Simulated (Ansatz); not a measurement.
Consider the redistribution: `CO[Si](C)(F)[SeH]` + `[OH][GeH]([F])[F]` → `CO[Si](C)(O)F` + `[F][GeH]([F])[SeH]`.

Program: Ansatz. Geometries: PBE0-D4/def2-TZVP. ΔE: electronic, gas phase. CCSD(T)/CBS adds triple-zeta CCSD(T) − MP2 to the extrapolated MP2 energy (def2 sets, frozen cores). DFT in def2-TZVPP. For Ge, Se outer-core shells are correlated without core-valence functions, which leaves a few kJ/mol of doubt a bond. Scalar relativity is left out up to krypton. Each species was taken in one conformer, which may not be the lowest.

Is it downhill or uphill in electronic energy at CCSD(T)/CBS, and by how much? (Estimate.)

Ansatz gave: Downhill: ΔE = -15.3 kcal/mol.

What do these levels give: PBE0-D4, ωB97X-V, ωB97M-V, B2PLYP, r2SCAN, HF/def2-TZVPP, SCS-MP2/def2-TZVPP, CCSD/def2-TZVPP, HF/def2-QZVPP, MP2/def2-QZVPP, HF/CBS(def2), CCSD/CBS(def2)? (Estimate.)

Computed: PBE0-D4 -15.7, ωB97X-V -15.5, ωB97M-V -16.2, B2PLYP -16.5, r2SCAN -16.4, HF/def2-TZVPP -18.0, SCS-MP2/def2-TZVPP -14.9, CCSD/def2-TZVPP -15.8, HF/def2-QZVPP -18.1, MP2/def2-QZVPP -14.4, HF/CBS(def2) -18.1, CCSD/CBS(def2) -15.9 kcal/mol.

Largest T1 diagnostic among the species: 0.012.

The D4 term adds +1.1 kcal/mol with B3LYP and +0.6 kcal/mol with PBE0; it sums over pairs of atoms, weighted by their polarisabilities, and B3LYP, whose exchange is more repulsive, gets the larger term. In def2-TZVPP, CCSD(T) changes the Hartree–Fock value by +2.8 kcal/mol (the triples alone add +0.6 kcal/mol) and MP2 by +3.6 kcal/mol.

B3LYP here is the variant with VWN-RPA as its local correlation; programs differ in this.
